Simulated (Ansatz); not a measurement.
Two members of one family (Same ligands, another metal), computed with Ansatz in the gas phase; def2 core potentials for Au, no spin–orbit coupling. The two geometries come from different levels. Binding counts from free atoms in the multiplicity of their measured ground term, without zero-point energy. Names give formal oxidation states. A dash marks a value that wasn't run or was left out as unsound. The structures are stationary points that may keep the symmetry of their start. Remarks come from the PBE and PBE0 runs and from stability tests at other levels; not every state was tested. A HOMO above zero means that the electron is unbound at that level and held by the basis, or that self-interaction error raises the level; the energy of removing that electron tells which. HOMO above LUMO (over both spins in singlets and doublets, within one spin in higher multiplets; at PBE or PBE0), or a gap under 0.15 eV within one spin, warns that the state may not be the lowest or that an electron is smeared out.

First: Au(PF3)H (singlet, charge 0, PBE-D4/def2-SVP geometry).

```xyz
6

Au    1.106    1.207   -0.136
P    -0.445   -0.479    0.053
F    -1.739   -0.440   -0.885
F    -1.159   -0.698    1.466
F     0.034   -1.978   -0.231
H     2.202    2.388   -0.266
```

```
               level  HOMO (eV)  LUMO (eV)  gap (eV)  vertical EA (eV)  binding per atom (eV)
    PBE-D4/def2-TZVP      -6.82      -2.53      4.29                 –                   3.47
   PBE-D4/def2-TZVPD      -6.84      -2.64      4.21              0.16                   3.47
r2SCAN-D4/def2-TZVPD      -7.06      -2.44      4.61              0.16                   3.38
    PBE0-D4/def2-SVP      -7.82      -1.63      6.20                 –                   3.13
  PBE0-D4/def2-TZVPD      -7.86      -1.85      6.01              0.15                   3.27
```

Metal–donor distances: 1 × P 2.30 Å, 1 × H 1.62 Å. Remarks: HOMO above zero (-1 doublet), gap within one spin near zero at PBE or PBE0 (-1 doublet).

Second: Cu(PF3)H (singlet, charge 0, PBE0-D4/def2-SVP geometry).

```xyz
6

Cu    1.2999    0.7423    0.5090
P    -0.4950   -0.2883   -0.1916
F    -0.4161   -1.8349   -0.4970
F    -1.1603    0.1927   -1.5402
F    -1.7772   -0.2860    0.7274
H     2.5487    1.4742    0.9923
```

Question: Estimate how these quantities change from the first to the second (second minus first).

Answer: 
```json
{"level": "PBE-D4/def2-TZVP", "Δ HOMO (eV)": "0.89", "Δ LUMO (eV)": "-0.09", "Δ gap (eV)": "-0.98", "Δ vertical EA (eV)": "–", "Δ binding per atom (eV)": "-0.09"}
{"level": "PBE-D4/def2-TZVPD", "Δ HOMO (eV)": "0.87", "Δ LUMO (eV)": "-0.17", "Δ gap (eV)": "-1.04", "Δ vertical EA (eV)": "0.12", "Δ binding per atom (eV)": "-0.09"}
{"level": "r2SCAN-D4/def2-TZVPD", "Δ HOMO (eV)": "0.98", "Δ LUMO (eV)": "-0.18", "Δ gap (eV)": "-1.16", "Δ vertical EA (eV)": "0.13", "Δ binding per atom (eV)": "-0.09"}
{"level": "PBE0-D4/def2-SVP", "Δ HOMO (eV)": "1.08", "Δ LUMO (eV)": "0.17", "Δ gap (eV)": "-0.91", "Δ vertical EA (eV)": "–", "Δ binding per atom (eV)": "-0.06"}
{"level": "PBE0-D4/def2-TZVPD", "Δ HOMO (eV)": "0.87", "Δ LUMO (eV)": "-0.15", "Δ gap (eV)": "-1.02", "Δ vertical EA (eV)": "0.11", "Δ binding per atom (eV)": "-0.11"}
```

Metal–donor distances: 1 × P 2.18 Å, 1 × H 1.53 Å. Remarks: HOMO above zero (-1 doublet).
